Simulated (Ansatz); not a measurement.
```xyz
8

C    -0.818    1.156   -0.850
C    -0.361    0.084   -0.227
S    -1.127   -1.473    0.279
Si    0.865   -0.920    0.617
Cl    1.496   -0.451    2.491
H    -0.157    1.994   -1.041
H    -1.847    1.241   -1.184
H     1.948   -1.630   -0.085
```

The species carries charge 0 and has multiplicity 1.

Problem. List the PBE0/def2-TZVPP orbital energies in eV (Ansatz 0.2.0). (An estimate is asked.)

Solution. The calculation gave: Occupied: -2767.87, -2422.72, -1804.37, -279.47, -278.51, -259.73, -218.04, -198.00, -197.88, -197.87, -161.85, -161.79, -161.70, -146.56, -101.26, -101.23, -101.17, -23.78, -22.93, -20.28, -15.58, -14.51, -12.66, -12.48, -11.72, -10.39, -10.01, -9.54, -9.12, -8.08, -6.86. Lowest empty: -1.00, -0.46, -0.04, 0.89, 1.72, 2.13, 2.66, 3.49.
